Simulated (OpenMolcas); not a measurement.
## Tc4+: moving or changing the point charges

Tc4+ among 4 point charges of -2 e arranged as a tetrahedron (Td), 2.21 Å from the ion.

```json
{"Program": "OpenMolcas 26.06", "Method": "CASSCF", "Basis": "ANO-RCC-VDZP [6s5p3d1f]", "Scalar Hamiltonian": "DKH2, point nucleus", "Active space": "3 electrons in 5 orbitals (4d)", "State averaging": "2S+1 = 4 even, 10 roots; 2S+1 = 2 even, 40 roots", "Spin-orbit coupling": "RASSI with atomic mean-field integrals over the reference wave functions"}
```

Runs around this geometry, states (labels of Td). Energies in cm-1 above the lowest state or level, χT in cm3 K/mol; under a threefold ground state the first gap can be a small split of the lowest multiplet, not the spin-orbit step; 10Dq and B are least-squares fits to the states below 45000 cm-1, weighted by degeneracy, with a free offset, and given where the rms deviation is under 5 % of |10Dq| (or 100 cm-1) and under 700 cm-1; 10Dq is negative for this site.

```csv
R (Å),q (e),Ground state,First state of that spin,10Dq,B (rms of fit),First gap with spin-orbit (degeneracies),χT at 300 K,First state of another spin
2.21,-1,4T1,4T2 979.9,-1221,903 (21),"779.4 (4, 2)",0.240,2E 14919
2.06,-2,4T1,4T2 2525,-3070,897 (41),"567.8 (4, 2)",0.323,2E 13840
2.21,-2,4T1,4T2 1832,-2251,901 (29),"646.0 (4, 2)",0.285,2E 14450
```

Taking |10Dq| as R^-n, n = -ln(2251 / 3070) / ln(2.21 / 2.06) = 4.4 between the shortest and longest distance. The point-charge formula for a cubic d site gives n = 5.

Scaling the charges by -1 / -2 = 0.50 scales |10Dq| by 1221 / 2251 = 0.54; with fixed orbitals a first-order splitting would follow the charge.

Without dynamic correlation the repulsion within the d shell is too large (B by tens of per cent), so at a given field states of lower spin stand too high. Point charges give a weaker field than real ligands, and real ions of this kind are as a rule low spin; the high spin found here belongs to the model. Spin-orbit coupling mixes the spin-free states strongly: the lowest level takes only 69 % from its leading state, 4T1 (holds for R = 2.21, q = -1). The ground term spreads over less than 5000 cm-1, several times less than with real ligands, so orbital moments are less quenched and χT lies further from the spin-only value than at real sites (holds for R = 2.21, q = -1; R = 2.21, q = -2). An orbital triplet at a regular site is open to Jahn-Teller coupling, which can distort the site and quench the lowest spin-orbit gaps and is left out (holds for R = 2.06, q = -2; R = 2.21, q = -2). Point charges carry no covalency, so the field is a model and not that of real ligands. No measured value stands beside these numbers.
